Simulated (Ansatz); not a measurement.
Geometry optimisation, RKS PBE0-D4/STO-3G (Ansatz).

input.yaml

```yaml
crystal:
  periodic: [false, false, false]
  atoms:
    - { symbol: C, position_ang: [-0.07002, 1.02552, -0.33749] }
    - { symbol: C, position_ang: [0.40019, -0.31144, 0.06286] }
    - { symbol: F, position_ang: [1.70522, -0.35455, 0.31703] }
    - { symbol: Si, position_ang: [-0.56217, -1.60583, 0.91965] }
    - { symbol: H, position_ang: [0.19789, 1.79489, 0.39347] }
    - { symbol: H, position_ang: [0.48054, 1.29824, -1.24404] }
    - { symbol: H, position_ang: [-1.13639, 1.04753, -0.53347] }
    - { symbol: H, position_ang: [-1.01525, -2.89435, 0.42198] }
total_charge: 1
basis:
  gaussian: { orbitals: STO-3G }
hamiltonian:
  xc: pbe0
  dispersion: d4
relax:
  f_tol: 0.015
  max_steps: 40
```

Run as:

```bash
$ ansatz run input.yaml --threads 1 --pin off --max-ram 2048MiB --backend cpu --events-out ev --progress --plain --runs-dir out
```

Task: Where does it end, and by what steps?

Result: It converged. Limits of this set-up: minimal basis, the dipole of an ion depends on the origin. After 8 steps the energy has fallen by 0.692 eV; H8 moved furthest, 0.73 Å.

```csv
step,energy less start (eV),largest force component (eV/Å),accepted
0,0.0000,1.927,yes
1,-0.4151,1.043,yes
2,-0.5719,1.174,yes
3,-0.6488,0.693,yes
4,-0.6843,0.219,yes
5,-0.6910,0.080,yes
6,-0.6922,0.045,yes
7,-0.6922,0.040,yes
8,-0.6924,0.012,yes
```

```xyz
8
Properties=species:S:1:pos:R:3
C -0.089 0.920 -0.336
C 0.466 -0.364 0.270
F 1.787 -0.444 0.251
Si -0.653 -1.547 1.257
H 0.131 1.768 0.342
H 0.410 1.127 -1.299
H -1.177 0.853 -0.481
H -0.874 -2.313 -0.004
```

Time of the run: 12 s on 1 CPU thread of a shared host.
